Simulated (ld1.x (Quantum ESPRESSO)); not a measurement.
**Reading a pseudo-wave (holmium (Ho))**

Columns: radius, all-electron u(r) and pseudo u(r) of the 6p shell (level -1.13 eV) of holmium in the configuration [Kr] 4d10 4f11 5s2 5p6 5d0 6s2 6p0; PBEsol, scalar-relativistic, ultrasoft scheme, ld1.x (Quantum ESPRESSO) 7.5.

```
r (bohr)  all-electron   pseudo
   0.130       -0.0515  -0.0162
   0.260       -0.0012  -0.0624
   0.390        0.0942  -0.1312
   0.520        0.0767  -0.2119
   0.650       -0.0001  -0.2920
   0.780       -0.0798  -0.3597
   0.910       -0.1377  -0.4051
   1.040       -0.1689  -0.4223
   1.170       -0.1761  -0.4097
   1.300       -0.1646  -0.3698
   1.430       -0.1397  -0.3088
   1.560       -0.1060  -0.2347
   1.690       -0.0668  -0.1559
   1.820       -0.0249  -0.0797
   1.950        0.0179  -0.0110
   2.080        0.0602   0.0480
   2.210        0.1012   0.0976
   2.340        0.1402   0.1397
   2.470        0.1771   0.1771
   2.600        0.2115   0.2115
   2.730        0.2435   0.2435
   2.860        0.2729   0.2729
   2.990        0.2999   0.2999
   3.120        0.3245   0.3245
   3.250        0.3467   0.3467
   3.380        0.3665   0.3665
```

Question: How many radial nodes do the two functions have?

Answer: The all-electron 6p function has n − l − 1 = 4 (the table is too coarse to show those close to the nucleus); the pseudo-wave has 1, since 1 lower shell of the same l stays in the valence.

Question: At about which radius was the pseudo-wave matched?

Answer: 2.60 bohr, where the columns begin to agree (steps of 0.13 bohr).

Question: Is the pseudo-wave norm-conserving?

Answer: No, it belongs to an ultrasoft set: the norm inside the radius is not constrained, and the difference is carried by the augmentation charge.
